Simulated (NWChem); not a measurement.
Species: BClF2; SMILES FB(Cl)F

```xyz
4

B     -0.0032     0.4385     0.0000
F      0.0003     1.1019    -1.1364
F      0.0003     1.1019     1.1364
Cl     0.0000    -1.3166     0.0000
```
Atoms are numbered in this order, from 1.

All runs: NWChem. Pople sets run with spherical d functions. The geometry was optimised at B3LYP/6-31G* (spherical d). Vzz is the largest principal value of the second derivative of the potential at the nucleus (NWChem prints the opposite sign); η is the asymmetry. Non-relativistic.

For level B3LYP/6-31G*:

- Vzz B1 (a.u.): 0.255
- Vzz Cl4 (a.u.): 2.279

Question: How do the values read with level PBE/cc-pVTZ instead?

Answer: 
| Item | Value |
|---|---|
| Vzz B1 (a.u.) | 0.269 |
| Vzz Cl4 (a.u.) | 2.127 |
